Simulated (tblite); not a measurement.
Q: Write Cartesian coordinates for p-ethoxyanisole (`CCOC1=CC=C(OC)C=C1`) as optimised with GFN2-xTB.

A: 
```xyz
23
C9H12O2 angstrom
C     -3.4611    0.9143   -0.4335
C     -3.1677   -0.3903    0.3029
O     -2.0521   -1.0756   -0.2252
C     -0.7934   -0.5966    0.0084
C      0.2306   -1.2300   -0.6906
C      1.5504   -0.8549   -0.5290
C      1.8786    0.1758    0.3449
O      3.1445    0.6360    0.5812
C      4.2128    0.0241   -0.0964
C      0.8570    0.8080    1.0478
C     -0.4617    0.4306    0.8869
H     -4.3549    1.3762   -0.0229
H     -3.6194    0.7118   -1.4900
H     -2.6287    1.6074   -0.3386
H     -4.0003   -1.0871    0.1688
H     -3.0415   -0.2112    1.3782
H     -0.0301   -2.0283   -1.3673
H      2.3100   -1.3724   -1.0933
H      4.2860   -1.0416    0.1446
H      4.1244    0.1459   -1.1811
H      5.1119    0.5322    0.2495
H      1.1169    1.6056    1.7259
H     -1.2169    0.9473    1.4576
```

Any rigid rotation of these coordinates is as good. Atoms count from 1 in this order. Of the pairs four or more bonds apart, C9···H18 is among the closest relative to their van der Waals radii: 2.56 Å, 88 % of the sum of Bondi's values. The 7 C–C bonds span 1.381 Å (C10–C11, aromatic) to 1.527 Å (C1–C2, drawn single), a spread of 0.146 Å. The 6-membered ring C4–C5–C6–C7–C10–C11 has internal angles of 118.5° to 121.4° (sum 720°, against 720° for a flat polygon); it is planar, 0.00 Å rms from its mean plane, widest ring torsion 0°. The C–O distances run from 1.367 Å (O3–C4, drawn single) to 1.412 Å (C2–O3, drawn single), a spread of 0.045 Å.

Bonds between heavy atoms (Å): C1–C2 1.527, C2–O3 1.412, O3–C4 1.367, C4–C5 1.392, C5–C6 1.381, C6–C7 1.391, C7–O8 1.368, O8–C9 1.405, C7–C10 1.392, C10–C11 1.381, C4–C11 1.392.

The geometry is computed with GFN2-xTB (gas phase).

Point group: C1 (no symmetry element, even within 0.4 Å). Its GFN2-xTB frequencies are all real (lowest 42 cm⁻¹). The numbers are those of one conformer (C1–C2–O3–C4 73°, C2–O3–C4–C5 -172°, C6–C7–O8–C9 -1°). 3 starts were optimised and ended at 0.00, 0.16 and 0.22 kcal/mol (GFN2-xTB); the lowest of these is shown.
